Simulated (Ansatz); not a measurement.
Computed with Ansatz on PBE0-D4/def2-TZVP structures; ΔE is electronic, products minus reactants. CBS: MP2 limit from def2 TZ/QZ plus the TZ coupled-cluster correction, frozen cores. This one scheme is used for every species. Functionals use def2-TZVPP. B3LYP here is the variant with VWN-RPA as its local correlation; programs differ in this. For Ge outer-core shells are correlated without core-valence functions, which leaves a few kJ/mol of doubt a bond. Scalar relativity is left out up to krypton. One conformer a species, not always the lowest.

Consider the cleavage of the Si–B bond: `B[SiH2]O` + `[SH][GeH3]` → `O[SiH2][S][GeH3]` + BH₃.

| species | B3LYP-D4 energy (Eh) |
| --- | --- |
| `B[SiH2]O` | -392.66044 |
| `[SH][GeH3]` | -2477.70110 |
| `O[SiH2][S][GeH3]` | -2843.77193 |
| BH₃ | -26.62549 |

(1) Work out ΔE.

Largest T1 diagnostic among the species: 0.012.

Answers

(1) ΔE = (-2843.77193) + (-26.62549) − (-392.66044) − (-2477.70110) = -0.03588 Eh = -22.5 kcal/mol. CCSD(T)/CBS gives -23.6 kcal/mol.

The D4 term adds −2.3 kcal/mol with B3LYP and −1.2 kcal/mol with PBE0; it sums over pairs of atoms, weighted by their polarisabilities, and B3LYP, whose exchange is more repulsive, gets the larger term. From PBE to PBE0 (25 % exact exchange), in def2-TZVPP and without D4, ΔE moves by −1.3 kcal/mol.
